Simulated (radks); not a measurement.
Results of a calculation; reference values are marked as such.
Excited configurations of the osmium ion Os3+: one electron is placed in a higher orbital outside [Xe] 4f14 5d4. The ground configuration is [Xe] 4f14 5d5. Level of theory: scalar-relativistic Kohn-Sham, LDA (Slater exchange, Perdew-Wang correlation), spin-polarised, spherical densities, point nucleus; open shells are filled with parallel spins first (spin-orbit coupling, left out, can overturn this in heavy ions) (a radial shooting solver on a logarithmic mesh with Libxc functionals). Excitation = E - E(ground); binding = E(ion) - E, where the ion is the core of charge +4; n* = 4/sqrt(2 binding) in atomic units, and the quantum defect is n - n*.

outer orbital  excitation (eV)  binding (eV)     n*  <r> (bohr)
5f                      27.391        15.655  3.729       3.602
6s                       5.356        37.690  2.403       2.377
6p                      14.499        28.547  2.761       2.840
6d                      24.884        18.162  3.462       3.957
6f                      32.902        10.144  4.632       6.700
7s                      24.752        18.294  3.450       4.633
7p                      27.919        15.126  3.794       5.376
7d                      32.076        10.970  4.455       6.968
7f                      36.064         6.982  5.584       10.48

The Delta-SCF ionisation energy is 43.046 eV (NIST Atomic Spectra Database: 41 eV, theoretical). Self-interaction in the functional shifts the binding energies and quantum defects, so they are the method's values and not measured ones. Open shells are spherical and high-spin; term and fine-structure splittings are not resolved. Spin-orbit splitting is averaged out at the scalar-relativistic level.
